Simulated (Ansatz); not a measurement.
Program: Ansatz. Geometries: PBE0-D4/def2-TZVP. ΔE: electronic, gas phase. CCSD(T)/CBS adds triple-zeta CCSD(T) − MP2 to the extrapolated MP2 energy (def2 sets, frozen cores). DFT in def2-TZVPP. Each species was taken in one conformer, which may not be the lowest.

Reaction (ligand exchange at the Si–S bond): `[SiH3]SC1CO1` + `CO[SiH](O)F` → `CO[SiH](F)O[SiH3]` + `SC1CO1`

```tsv
species	PBE0-D4 energy (Eh)
`[SiH3]SC1CO1`	-842.35335
`CO[SiH](O)F`	-580.77573
`CO[SiH](F)O[SiH3]`	-871.39308
`SC1CO1`	-551.74914
```

(1) Work out ΔE.

Largest T1 diagnostic among the species: 0.012.

Answers

(1) ΔE = (-871.39308) + (-551.74914) − (-842.35335) − (-580.77573) = -0.01314 Eh = -0.36 eV. CCSD(T)/CBS gives -0.47 eV.

From PBE to PBE0 (25 % exact exchange), in def2-TZVPP and without D4, ΔE moves by −0.05 eV. In def2-TZVPP, CCSD(T) changes the Hartree–Fock value by +0.20 eV (the triples alone add +0.04 eV) and MP2 by +0.24 eV.
